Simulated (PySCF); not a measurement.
## Peak assignment

Geometry:
```json
{"atom": "C1", "x (Å)": "2.824", "y (Å)": "0.381", "z (Å)": "0.272"}
{"atom": "C2", "x (Å)": "2.654", "y (Å)": "0.365", "z (Å)": "-1.040"}
{"atom": "Si3", "x (Å)": "1.031", "y (Å)": "-0.057", "z (Å)": "-1.908"}
{"atom": "C4", "x (Å)": "-0.143", "y (Å)": "-0.760", "z (Å)": "-0.640"}
{"atom": "C5", "x (Å)": "-1.173", "y (Å)": "-0.291", "z (Å)": "0.083"}
{"atom": "C6", "x (Å)": "-1.878", "y (Å)": "1.014", "z (Å)": "0.168"}
{"atom": "C7", "x (Å)": "-1.319", "y (Å)": "1.864", "z (Å)": "1.312"}
{"atom": "C8", "x (Å)": "-1.370", "y (Å)": "-1.564", "z (Å)": "0.862"}
{"atom": "C9", "x (Å)": "-0.195", "y (Å)": "-2.123", "z (Å)": "0.025"}
{"atom": "H10", "x (Å)": "3.768", "y (Å)": "0.625", "z (Å)": "0.738"}
{"atom": "H11", "x (Å)": "2.016", "y (Å)": "0.146", "z (Å)": "0.947"}
{"atom": "H12", "x (Å)": "3.501", "y (Å)": "0.610", "z (Å)": "-1.670"}
{"atom": "H13", "x (Å)": "1.303", "y (Å)": "-1.061", "z (Å)": "-2.948"}
{"atom": "H14", "x (Å)": "0.476", "y (Å)": "1.158", "z (Å)": "-2.521"}
{"atom": "H15", "x (Å)": "-1.753", "y (Å)": "1.551", "z (Å)": "-0.775"}
{"atom": "H16", "x (Å)": "-2.945", "y (Å)": "0.843", "z (Å)": "0.335"}
{"atom": "H17", "x (Å)": "-1.442", "y (Å)": "1.350", "z (Å)": "2.263"}
{"atom": "H18", "x (Å)": "-0.259", "y (Å)": "2.053", "z (Å)": "1.154"}
{"atom": "H19", "x (Å)": "-1.838", "y (Å)": "2.818", "z (Å)": "1.367"}
{"atom": "H20", "x (Å)": "-1.172", "y (Å)": "-1.490", "z (Å)": "1.931"}
{"atom": "H21", "x (Å)": "-2.327", "y (Å)": "-2.065", "z (Å)": "0.713"}
{"atom": "H22", "x (Å)": "-0.459", "y (Å)": "-2.945", "z (Å)": "-0.639"}
{"atom": "H23", "x (Å)": "0.693", "y (Å)": "-2.395", "z (Å)": "0.595"}
```

- shieldings: GIAO PBE0/pcSseg-1
- geometry: GFN2-xTB
- run in PySCF 2.14.0 with density-fitted response routines
- one computed conformer, non-relativistic, no solvent model, one averaged value for each set of equivalent atoms

Scale: ¹³C (186.93 ppm), ¹H (31.72 ppm) vs TMS (reference shieldings calculated alike).

Question: Assign these signals to the numbered atoms. ¹³C{¹H} NMR (computed): δ 181.6, 142.6, 141.3, 140.6, 34.9, 31.2, 29.6, 17.3.

Answer: 
181.6 → C5, fully substituted alkene carbon
142.6 → C1, terminal =CH2 carbon: an sp2 carbon of a C=C bond
141.3 → C4, fully substituted alkene carbon: as expected for a trigonal carbon in a double bond
140.6 → C2, alkene CH: as expected for a trigonal carbon in a double bond
34.9 → C8, allylic sp3 CH2: aliphatic region, no heteroatom directly attached
31.2 → C9, allylic sp3 CH2
29.6 → C6, allylic sp3 CH2
17.3 → C7, methyl carbon: saturated and bonded to C and H only

C1 and C4; C4 and C2; C9 and C6 lie closer than the usual error of such a calculation, so a measured spectrum could show them in the other order.

Question: Assign these signals to the numbered atoms. ¹H NMR (300 MHz, computed): δ 6.47 (m, 1H), 6.41 (m, 1H), 6.05 (m, 1H), 4.61 (d, 2H), 2.82 (m, 2H), 2.52 (m, 2H), 2.26 (q, 2H), 1.10 (t, 3H).

Answer: 
| δ (ppm) | atoms | environment | reason |
| --- | --- | --- | --- |
| 6.47 | H10 | hydrogen on a terminal =CH2 carbon | olefinic region |
| 6.41 | H12 | hydrogen on an alkene CH | a vinylic proton, deshielded by the sp2 carbon and the C=C anisotropy |
| 6.05 | H11 | hydrogen on a terminal =CH2 carbon | attached to an sp2 carbon and in the plane of the double bond |
| 4.61 | H13/H14 | hydrogen on a silicon bonded to 2 C | – |
| 2.82 | H20/H21 | hydrogen on an allylic sp3 CH2 | allylic position |
| 2.52 | H22/H23 | hydrogen on an allylic sp3 CH2 | – |
| 2.26 | H15/H16 | hydrogen on an allylic sp3 CH2 | – |
| 1.10 | H17/H18/H19 | hydrogen on a methyl carbon | – |

H10 and H12 lie closer than the usual error of such a calculation, so a measured spectrum could show them in the other order.

Shifts are as computed. Against solution values, carbons near 30 ppm lie about +3 ppm off and those near 130 ppm about +5 ppm. Of 1211 compounds with measured shifts, 218 miss one by over three times the rms of a fit or turn the order of signals round; such compounds aren't used in these exercises. Multiplicities follow the n + 1 count of equivalent neighbours, as no J values were calculated; m marks all less simple cases, F and P coupling included.
